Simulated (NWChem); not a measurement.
A series in which one site is exchanged, each optimised at PBE0/def2-SVP with NWChem, gas phase unless a solvent is named. For some, no frequency run checked for a minimum. def2 effective core potentials on I; no spin-orbit coupling.

A: F[SiH2]F (SiH₂F₂; site = F)
B: F[SiH2]I (SiH$_{2}$IF; site = I)
C: F[SiH2]Cl (SiH2ClF; site = Cl)
D: F[SiH3] (SiH3F; site = H)

**Question.** Rank them by orbital gap (eV), PBE0/def2-SVP, lowest first.

**Answer.** B (7.48), C (9.63), D (10.08), A (10.67)
